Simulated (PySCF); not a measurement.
ITl, charge +1, doublet, at a GFN2-xTB geometry (such geometries of metal compounds can be far from the true shape) (a state made from the parent by changing its charge; the spin is typed, not shown lowest) (core potentials on I, Tl); DF-M06/def2-TZVP (PySCF).

PySCF was given this input:
```python
from pyscf import gto, scf, dft

mol = gto.M(
    atom='''
Tl   -0.00000000   -0.00000000   -1.39728021
I     0.00000000    0.00000000    2.13546599
''',
    basis='def2-tzvp',
    ecp={'I': 'def2-tzvp', 'Tl': 'def2-tzvp'},
    charge=1,
    spin=1,
    verbose=4,
)

mf = dft.UKS(mol)
mf.xc = 'm06'
mf.grids.atom_grid = (150, 974)
mf = mf.density_fit(auxbasis='def2-universal-jkfit')
mf.kernel()
```

The log (banner, timings and long lists left out):

```
PySCF version 2.14.0

[INPUT] verbose = 4
[INPUT] num. atoms = 2
[INPUT] num. electrons = 45
[INPUT] charge = 1
[INPUT] spin (= nelec alpha-beta = 2S) = 1
[INPUT] symmetry False subgroup None
[INPUT] Mole.unit = angstrom
[INPUT] Symbol           X                Y                Z      unit          X                Y                Z       unit  Magmom
[INPUT]  1 Tl     0.000000000000   0.000000000000  -1.397280210000 AA    0.000000000000   0.000000000000  -2.640476916175 Bohr   0.0
[INPUT]  2 I      0.000000000000   0.000000000000   2.135465990000 AA    0.000000000000   0.000000000000   4.035445869423 Bohr   0.0

nuclear repulsion = 78.640813691343
number of shells = 32
number of NR pGTOs = 186
number of NR cGTOs = 100
basis = def2-tzvp
ecp = {'I': 'def2-tzvp', 'Tl': 'def2-tzvp'}

******** <class 'pyscf.df.df_jk.DFUKS'> ********
method = DFUKS
initial guess = minao
damping factor = 0
level_shift factor = 0
DIIS = <class 'pyscf.scf.diis.CDIIS'>
diis_start_cycle = 1
diis_space = 8
diis_damp = 0
SCF conv_tol = 1e-09
SCF conv_tol_grad = None
SCF max_cycles = 50
direct_scf = False
number electrons alpha = 23  beta = 22
XC library pyscf.dft.libxc version 7.1.2
    S. Lehtola, C. Steigemann, M. J. T. Oliveira, and M. A. L. Marques,  SoftwareX 7, 1–5 (2018)
XC functionals = m06
    Y. Zhao and D. G. Truhlar,  Theor. Chem. Acc. 120, 215 (2008)
    Y. Zhao and D. G. Truhlar,  Theor. Chem. Acc. 120, 215 (2008)
radial grids:
    Treutler-Ahlrichs [JCP 102, 346 (1995); DOI:10.1063/1.469408] (M4) radial grids

becke partition: Becke, JCP 88, 2547 (1988); DOI:10.1063/1.454033
pruning grids: <function nwchem_prune>
grids dens level: 3
symmetrized grids: False
atomic radii adjust function: <function treutler_atomic_radii_adjust>
User specified grid scheme (150, 974)
small_rho_cutoff = 0
Set gradient conv threshold to 3.16228e-05
tot grids = 141312
******** <class 'pyscf.df.df.DF'> ********
auxbasis = def2-universal-jkfit
init E= -397.531863915256

cycle= 1 E= -467.852334125383  delta_E= -70.3  |g|=  2.4  |ddm|= 14.9
cycle= 2 E= -461.824887078091  delta_E= 6.03  |g|= 2.93  |ddm|=  6.8
cycle= 3 E= -469.014252970554  delta_E= -7.19  |g|=  1.1  |ddm|= 5.03

cycle= 4 E= -470.053936174033  delta_E= -1.04  |g|= 0.352  |ddm|= 2.76
cycle= 5 E= -470.057005525163  delta_E= -0.00307  |g|= 0.188  |ddm|= 0.535
cycle= 6 E= -470.096195024817  delta_E= -0.0392  |g|= 0.0304  |ddm|= 0.399
cycle= 7 E= -470.097036846258  delta_E= -0.000842  |g|= 0.0215  |ddm|= 0.0844
cycle= 8 E= -470.097161806102  delta_E= -0.000125  |g|= 0.00473  |ddm|= 0.0169
cycle= 9 E= -470.09717169961  delta_E= -9.89e-06  |g|= 0.00188  |ddm|= 0.00982
cycle= 10 E= -470.097172855442  delta_E= -1.16e-06  |g|= 0.000554  |ddm|= 0.00222
cycle= 11 E= -470.097173057564  delta_E= -2.02e-07  |g|= 6.81e-05  |ddm|= 0.0014
cycle= 12 E= -470.097173060857  delta_E= -3.29e-09  |g|= 1.81e-05  |ddm|= 0.000132
cycle= 13 E= -470.097173061145  delta_E= -2.87e-10  |g|= 4.55e-06  |ddm|= 3.9e-05
Extra cycle  E= -470.097173061175  delta_E= -3.02e-11  |g|= 2.82e-06  |ddm|= 1.44e-05
converged SCF energy = -470.097173061175  <S^2> = 0.75314265  2S+1 = 2.0031402
```
